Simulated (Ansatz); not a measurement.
Isolated molecules relaxed with PBE0-D4/def2-TZVP in Ansatz; ΔE leaves out vibrations. CBS: MP2 limit from def2 TZ/QZ plus the TZ coupled-cluster correction, frozen cores. This one scheme is used for every species. Functionals use def2-TZVPP. One conformer a species, not always the lowest.

`C[SiH2]OB[SiH3]` + `C[SiH3]` → `C[SiH2]B[SiH3]` + `C[SiH2]O`  (formal exchange of groups at a B–O bond)

CCSD(T)/CBS gives +1.57 eV.

(1) Another level gave +1.48 eV. Which?
A. SCS-MP2/def2-TZVPP
B. PBE-D4/def2-TZVPP
C. r2SCAN-D4/def2-TZVPP
D. CCSD/def2-TZVPP

Largest T1 diagnostic among the species: 0.013.

## Answers

(1) B. PBE-D4 1.48, CCSD/def2-TZVPP 1.60, SCS-MP2/def2-TZVPP 1.67, r2SCAN-D4 1.56 eV.

In def2-TZVPP, CCSD(T) changes the Hartree–Fock value by −0.13 eV (the triples alone add −0.00 eV) and MP2 by −0.08 eV.
